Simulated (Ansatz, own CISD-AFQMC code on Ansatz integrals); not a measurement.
C3H2O, SMILES `C#CC=O` (charge 0, multiplicity 1).

Cartesian coordinates (Å):
```xyz
6

C      1.5148     0.0934    -0.5848
C      0.3273     0.0487    -0.4064
C     -1.0973    -0.0667    -0.1968
O     -1.8303     0.8746    -0.0176
H      2.5650     0.1533    -0.7411
H     -1.4795    -1.1033    -0.2123
```
Charge 0, multiplicity 1.

Frozen-core correlation energies in cc-pVDZ at a geometry from B3LYP-D3(BJ)/def2-TZVP, on an HF energy of -189.55584 Ha (<S^2> = 0.00, restricted and unstable towards unrestricted orbitals). Wave-function levels are from Ansatz, the walk from an own CISD-AFQMC code on Ansatz integrals (time step 0.005/Ha, trial state from CCSD amplitudes, largest double 0.08).

```tsv
level	correlation energy (mHa)
MP2	-554.9
CCSD	-574.4
CCSD(T)	-597.4
```

Q: What correlation energy does phaseless AFQMC give, and where does it lie among these levels?

A: -599.1 ± 0.4 mHa (one standard error). AFQMC minus each level: MP2 -44.2 mHa, CCSD -24.7 mHa, CCSD(T) -1.7 mHa.
